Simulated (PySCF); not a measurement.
Vertical excitations of a molecule C3H10Si3 from PySCF 2.14.0 with TDA-M06-2X/def2-SVPD, as energy in eV (oscillator strength): 5.41 (0.002), 5.84 (0.004), 5.87 (0.087), 6.03 (0.064), 6.26 (0.674), 6.41 (0.021). Lowest triplet (TDA): 4.38 eV. Geometry optimised at B3LYP-D3(BJ)/def2-SVP. Other conformers were not sampled.

Problem. Pick the molecule that these values belong to.
A) [SiH3][SiH2][C@@H]1C=C[SiH2]1
B) C=C[SiH]1[SiH2]C[SiH2]1
C) CC1=C[SiH2][SiH2][SiH2]1
D) C=CC1[SiH2][SiH2][SiH2]1

Solution. D, C=CC1[SiH2][SiH2][SiH2]1
